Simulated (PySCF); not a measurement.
F5W (SMILES [F][W]([F])([F])([F])[F]), doublet, geometry from GFN2-xTB (such geometries of metal compounds can be far from the true shape) (core potentials on W); DF-BLYP/def2-SV(P) (PySCF).

The PySCF input:
```python
from pyscf import gto, scf, dft

mol = gto.M(
    atom='''
W    -0.03014137   -0.02973527    0.01267717
F     1.06889118   -1.06291643    1.07015729
F    -1.46868278    0.66851128   -0.90200882
F     0.37898183    1.81301718    0.23492453
F     1.54533305    0.08537117   -1.04427276
F    -1.27669428   -1.25949322    0.53696527
''',
    basis='def2-sv(p)',
    ecp={'W': 'def2-sv(p)'},
    spin=1,
    verbose=4,
)

mf = dft.UKS(mol)
mf.xc = 'blyp'
mf.grids.atom_grid = (75, 302)
mf = mf.density_fit(auxbasis='def2-universal-jkfit')
mf.kernel()
mf.analyze()
```

### Question
Predict the main parts of the log of this PySCF run.

### Answer

```
PySCF version 2.14.0

[INPUT] verbose = 4
[INPUT] num. atoms = 6
[INPUT] num. electrons = 59
[INPUT] charge = 0
[INPUT] spin (= nelec alpha-beta = 2S) = 1
[INPUT] symmetry False subgroup None
[INPUT] Mole.unit = angstrom
[INPUT] Symbol           X                Y                Z      unit          X                Y                Z       unit  Magmom
[...]
nuclear repulsion = 331.131420595232
number of shells = 41
number of NR pGTOs = 170
number of NR cGTOs = 95
basis = def2-sv(p)
ecp = {'W': 'def2-sv(p)'}

******** <class 'pyscf.df.df_jk.DFUKS'> ********
method = DFUKS
initial guess = minao
damping factor = 0
level_shift factor = 0
DIIS = <class 'pyscf.scf.diis.CDIIS'>
diis_start_cycle = 1
diis_space = 8
diis_damp = 0
SCF conv_tol = 1e-09
SCF conv_tol_grad = None
SCF max_cycles = 50
direct_scf = False
number electrons alpha = 30  beta = 29
XC library pyscf.dft.libxc version 7.1.2
    S. Lehtola, C. Steigemann, M. J. T. Oliveira, and M. A. L. Marques,  SoftwareX 7, 1–5 (2018)
XC functionals = blyp
    A. D. Becke,  Phys. Rev. A 38, 3098 (1988)
    C. Lee, W. Yang, and R. G. Parr,  Phys. Rev. B 37, 785 (1988)
    B. Miehlich, A. Savin, H. Stoll, and H. Preuss,  Chem. Phys. Lett. 157, 200 (1989)
radial grids:
    Treutler-Ahlrichs [JCP 102, 346 (1995); DOI:10.1063/1.469408] (M4) radial grids

becke partition: Becke, JCP 88, 2547 (1988); DOI:10.1063/1.454033
pruning grids: <function nwchem_prune>
grids dens level: 3
symmetrized grids: False
atomic radii adjust function: <function treutler_atomic_radii_adjust>
User specified grid scheme (75, 302)
small_rho_cutoff = 0
Set gradient conv threshold to 3.16228e-05
tot grids = 85176
init E= -553.87695589993

cycle= 1 E= -565.487115621899  delta_E= -11.6  |g|= 1.19  |ddm|= 5.07
cycle= 2 E= -555.140952122463  delta_E= 10.3  |g|= 4.54  |ddm|=  4.3
cycle= 3 E= -565.286422245758  delta_E= -10.1  |g|= 1.43  |ddm|= 3.85
cycle= 4 E= -566.00056891369  delta_E= -0.714  |g|= 0.37  |ddm|=  1.2
cycle= 5 E= -566.040013517338  delta_E= -0.0394  |g|= 0.146  |ddm|= 0.37
cycle= 6 E= -566.047793477228  delta_E= -0.00778  |g|= 0.0721  |ddm|= 0.157
cycle= 7 E= -566.049510265552  delta_E= -0.00172  |g|= 0.0273  |ddm|= 0.0751
cycle= 8 E= -566.049763601708  delta_E= -0.000253  |g|= 0.00551  |ddm|= 0.022
cycle= 9 E= -566.049776685076  delta_E= -1.31e-05  |g|= 0.00177  |ddm|= 0.00496
cycle= 10 E= -566.049776961763  delta_E= -2.77e-07  |g|= 0.00158  |ddm|= 0.00243
[...]
converged SCF energy = -566.049777928028  <S^2> = 0.75116844  2S+1 = 2.0011681
Total Energy =                        -566.049777928027652
[...]
spin_pop of  1 F 3s        0.00555
spin_pop of  1 F 2px      -0.00379
spin_pop of  1 F 2py      -0.00312
spin_pop of  1 F 2pz       0.01337
spin_pop of  1 F 3px       0.00036
spin_pop of  1 F 3py       0.00060
spin_pop of  1 F 3pz       0.00210
spin_pop of  1 F 3dxy      0.00008
spin_pop of  1 F 3dyz      0.00004
spin_pop of  1 F 3dz^2     0.00000
spin_pop of  1 F 3dxz      0.00000
spin_pop of  1 F 3dx2-y2    0.00001
spin_pop of  2 F 1s        0.00000
spin_pop of  2 F 2s        0.00273
spin_pop of  2 F 3s        0.00658
spin_pop of  2 F 2px      -0.00331
spin_pop of  2 F 2py      -0.00068
spin_pop of  2 F 2pz       0.01045
spin_pop of  2 F 3px       0.00027
spin_pop of  2 F 3py       0.00044
spin_pop of  2 F 3pz       0.00226
spin_pop of  2 F 3dxy      0.00006
spin_pop of  2 F 3dyz      0.00004
spin_pop of  2 F 3dz^2     0.00000
spin_pop of  2 F 3dxz      0.00002
spin_pop of  2 F 3dx2-y2    0.00000
spin_pop of  3 F 1s        0.00000
spin_pop of  3 F 2s        0.00274
spin_pop of  3 F 3s        0.00446
spin_pop of  3 F 2px      -0.00063
spin_pop of  3 F 2py      -0.00166
spin_pop of  3 F 2pz       0.03469
spin_pop of  3 F 3px       0.00015
spin_pop of  3 F 3py       0.00004
spin_pop of  3 F 3pz       0.00391
spin_pop of  3 F 3dxy      0.00001
spin_pop of  3 F 3dyz      0.00008
spin_pop of  3 F 3dz^2     0.00001
spin_pop of  3 F 3dxz      0.00002
spin_pop of  3 F 3dx2-y2    0.00001
spin_pop of  4 F 1s        0.00000
spin_pop of  4 F 2s        0.00275
spin_pop of  4 F 3s        0.00336
spin_pop of  4 F 2px       0.01166
spin_pop of  4 F 2py       0.01038
spin_pop of  4 F 2pz       0.01045
spin_pop of  4 F 3px       0.00112
spin_pop of  4 F 3py       0.00110
spin_pop of  4 F 3pz       0.00410
spin_pop of  4 F 3dxy      0.00006
spin_pop of  4 F 3dyz     -0.00000
spin_pop of  4 F 3dz^2     0.00004
spin_pop of  4 F 3dxz      0.00002
spin_pop of  4 F 3dx2-y2    0.00004
spin_pop of  5 F 1s        0.00000
spin_pop of  5 F 2s        0.00313
spin_pop of  5 F 3s        0.00776
spin_pop of  5 F 2px       0.00285
spin_pop of  5 F 2py       0.00188
spin_pop of  5 F 2pz      -0.00465
spin_pop of  5 F 3px       0.00007
spin_pop of  5 F 3py       0.00011
spin_pop of  5 F 3pz       0.00038
spin_pop of  5 F 3dxy      0.00001
spin_pop of  5 F 3dyz      0.00006
spin_pop of  5 F 3dz^2     0.00004
spin_pop of  5 F 3dxz      0.00001
spin_pop of  5 F 3dx2-y2    0.00000
In total            30.00000 | 29.00000
Dipole moment(X, Y, Z, Debye): -0.60660, -0.59831,  0.25507
```
